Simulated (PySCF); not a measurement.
B(H)2(iPr) (C3H9B), SMILES BC(C)C.

Geometry optimised at ωB97X-D3(BJ)/def2-SVP. The structure was generated by enumeration, and PubChem lists no compound with its InChIKey, so it may never have been made.

Two levels are set side by side: TDDFT-PBE/def2-SVPD (PySCF) and TDDFT-ωB97X/def2-SVPD (PySCF). Vertical, same geometry. The lowest singlet is HOMO→LUMO 99 % with PBE and HOMO→LUMO 90 % with the other functional; states are paired by order. Differences are taken from unrounded values.

```tsv
quantity	TDDFT-PBE
lowest singlet excitation (eV)	4.92
lowest triplet excitation (TDA) (eV)	4.37
```

Task: These are the TDDFT-PBE values. What does TDDFT-ωB97X give? (An estimate is asked for; the answer gives what the named calculation found.)

Result: 
```json
[
 {"quantity": "lowest singlet excitation (eV)", "TDDFT-ωB97X": "5.74", "TDDFT-PBE minus TDDFT-ωB97X": "-0.82"},
 {"quantity": "lowest triplet excitation (TDA) (eV)", "TDDFT-ωB97X": "5.24", "TDDFT-PBE minus TDDFT-ωB97X": "-0.87"}
]
```

Functionals without exact exchange tend to place singlet excitations lower, as here. Differences between two approximate levels are no errors against the true value.

Rough cost on one machine, each run with all the roots and properties that it gave: TDDFT-ωB97X against TDDFT-PBE about 6 times.
